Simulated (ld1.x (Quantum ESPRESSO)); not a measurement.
## Au (Z = 79): one change to a TM semilocal potential, before and after

- Element: Au (Z = 79)
- Generator: ld1.x (Quantum ESPRESSO) 7.5
- Type: norm-conserving Troullier–Martins (semilocal form)
- Functional: PBEsol
- Relativity: scalar-relativistic
- Frozen core: [Kr] 4d10 4f14
- Valence charge: 19
- Reference configuration: 5s2 5p6 5d10 6s0 6p0 (charge +1)
- Partial waves: 5p (bound): rc 1.25 bohr; 5d (bound): rc 1.80 bohr; 5s (bound): rc 1.45 bohr
- Local potential: the s channel
- Core correction: Bessel-smoothed model core inside 1.25 bohr

All-electron outer shells of the reference configuration (PBEsol, scalar-relativistic, ld1.x):

```
shell  level (eV)  outermost node (bohr)  outermost maximum (bohr)
   4d     -334.21                   0.20                      0.41
   5s     -116.95                   0.48                      0.84
   4f      -89.65                      –                      0.37
   5p      -68.37                   0.52                      0.96
   5d      -15.36                   0.56                      1.21
   6s      -13.22                   1.11                      2.24
   6p       -6.61                   1.31                      2.98
```

Change: core correction none.

Cutoffs: the cutoffs (Ry, on a coarse ladder) from which the occupation-weighted sum of valence levels, in a spherical-Bessel basis at the reference potential, stays within 10 and 1 mRy of its value at 400 Ry; they do not see the model core or the augmentation charge, which bear on the density cutoff. Errors are all-electron minus pseudo energies relative to the spin-unpolarised reference configuration.

Q: What does the change do?

A: The potential gets neither clearly harder nor softer (120 Ry and 160 Ry → 120 Ry and 160 Ry); of the 7 tests that both files solve, the error grows in 0 and shrinks in 2 by more than 15 % and 0.3 meV (median size 2394.0 → 2411.1 meV); neither file shows a bound ghost at the reference potential, the only one tested. A semilocal file is local in each channel, so a ghost entry of none says nothing of the separable form that plane-wave codes build from it.

```tsv
quantity	base	changed
cutoff, loose	120 Ry	120 Ry
cutoff, tight	160 Ry	160 Ry
bound ghosts	none	none
error for 5s2 5p6 5d10 6s1 6p0, meV [ΔE -9.44 eV]	+2394	+2411
error for 5s2 5p6 5d9 6s0 6p0, meV [ΔE 21.24 eV]	-1.9	-1.6
error for 5s2 5p6 5d8 6s0 6p0, meV [ΔE 55.14 eV]	-6.4	-4.1
error for 5s2 5p5 5d10 6s1 6p0, meV [ΔE 56.70 eV]	+3346	+3380
error for 5s2 5p6 5d7 6s0 6p0, meV [ΔE 102.89 eV]	-16	-8.2
error for 5s2 5p6 5d9 6s1 6p1, meV [ΔE -1.88 eV]	+2946	+2971
error for 5s1 5p6 5d10 6s1 6p0, meV [ΔE 105.87 eV]	+3324	+3346
s: phases at 1.94 bohr within 0.05 rad from the reference energy up to (Ry; the scan ends near 5)	-3.1	-3.1
p: phases at 1.94 bohr within 0.05 rad from the reference energy up to (Ry; the scan ends near 5)	0.9	0.9
d: phases at 1.94 bohr within 0.05 rad from the reference energy up to (Ry; the scan ends near 5)	4.6	4.6
```

Base: These tests converged, but a pseudo level misses the all-electron one widely, so the file describes the atom poorly there or has found another state: 5s2 5p6 5d10 6s1 6p0: 6s by 1.9 eV; 5s2 5p6 5d9 6s0 6p0: empty 6s by 3.7 eV; 5s2 5p6 5d8 6s0 6p0: empty 6s by 4.7 eV; 5s2 5p5 5d10 6s1 6p0: 6s by 2.8 eV; 5s2 5p6 5d7 6s0 6p0: empty 6s by 5.9 eV; 5s2 5p6 5d9 6s1 6p1: 6s by 2.4 eV; 5s1 5p6 5d10 6s1 6p0: 6s by 3.0 eV. Changed file: These tests converged, but a pseudo level misses the all-electron one widely, so the file describes the atom poorly there or has found another state: 5s2 5p6 5d10 6s1 6p0: 6s by 1.9 eV; 5s2 5p6 5d9 6s0 6p0: empty 6s by 3.7 eV; 5s2 5p6 5d8 6s0 6p0: empty 6s by 4.7 eV; 5s2 5p5 5d10 6s1 6p0: 6s by 2.9 eV; 5s2 5p6 5d7 6s0 6p0: empty 6s by 5.9 eV; 5s2 5p6 5d9 6s1 6p1: 6s by 2.5 eV; 5s1 5p6 5d10 6s1 6p0: 6s by 3.0 eV.
